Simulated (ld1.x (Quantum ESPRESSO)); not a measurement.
**Reading a pseudo-wave (Sc)**

Columns: radius, all-electron u(r) and pseudo u(r) of the 4p shell (level -1.47 eV) of scandium in the configuration [Ne] 3s2 3p6 3d1 4s2 4p0; PBE, scalar-relativistic, PAW scheme, ld1.x (Quantum ESPRESSO) 7.5.

```csv
r (bohr),all-electron,pseudo
0.163,0.1033,-0.0401
0.325,0.0426,-0.1446
0.488,-0.0737,-0.2754
0.650,-0.1541,-0.3836
0.813,-0.1834,-0.4331
0.975,-0.1704,-0.4084
1.138,-0.1297,-0.3207
1.300,-0.0741,-0.1994
1.463,-0.0117,-0.0749
1.625,0.0513,0.0291
1.788,0.1123,0.1083
1.950,0.1688,0.1687
2.113,0.2207,0.2207
2.275,0.2670,0.2670
2.438,0.3083,0.3083
2.600,0.3444,0.3444
2.763,0.3759,0.3759
2.925,0.4024,0.4024
3.088,0.4246,0.4246
3.250,0.4423,0.4423
3.413,0.4561,0.4561
3.575,0.4662,0.4662
3.738,0.4728,0.4728
3.900,0.4764,0.4764
4.063,0.4772,0.4772
4.225,0.4755,0.4755
```

Task: How many radial nodes do the two functions have?

Result: The all-electron 4p function has n − l − 1 = 2; the pseudo-wave has 1, since 1 lower shell of the same l stays in the valence.

Task: At about which radius was the pseudo-wave matched?

Result: 2.10 bohr, where the columns begin to agree (steps of 0.16 bohr).

Task: Is the pseudo-wave norm-conserving?

Result: No, it belongs to a PAW set: the norm inside the radius is not constrained, and the difference is carried by the augmentation charge.
